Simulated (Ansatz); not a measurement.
The first iterations of a band of CH$_{6}$OSn (9 atoms, charge 0, multiplicity 1).

Method: Ansatz, RKS PBE/def2-mTZVP.

```
movable images  : 1
climbing image  : yes
spring          : 5.0 eV/Å²
optimiser       : quadratic models (default)
start path      : through a guess of the saddle point
force threshold : 0.03 eV/Å
iteration limit : 60
end points      : relaxed
```

First end point:

```xyz
9
Properties=species:S:1:pos:R:3
C -0.670 1.114 -0.518
Sn 0.409 -0.733 -0.206
O 0.229 -1.259 1.735
H -1.689 1.014 -0.124
H -0.723 1.351 -1.589
H -0.167 1.940 0.002
H 2.097 -0.574 -0.577
H -0.307 -2.072 -1.024
H 0.910 -0.826 2.284
```

Last end point:

```xyz
9
Properties=species:S:1:pos:R:3
C -0.654 1.123 -0.514
Sn 0.517 -0.668 -0.201
O 0.870 -0.872 1.778
H -1.663 0.993 -0.103
H -0.734 1.343 -1.587
H -0.171 1.969 -0.011
H 2.111 -0.549 -0.848
H -0.305 -2.090 -0.761
H 0.118 -1.296 2.230
```

| iteration | highest image above the first end (eV) | largest band force component (eV/Å) |
| --- | --- | --- |
| 1 | 0.298 | 2.184 |
| 2 | 0.062 | 0.682 |

Task: Does the band converge within its limit, and where does its top end?

Result: It converged. It ended after 6 iterations with the highest image 0.018 eV above the first end. Another band between the same ends (5 images) ends at a top of the same energy, where a vibrational analysis finds 1 clearly imaginary mode. So few images can step over the top or miss a turn of the path.

Run time: 14 s on 2 threads of Arm Neoverse V1 (shared host), peak memory 0.17 GiB.
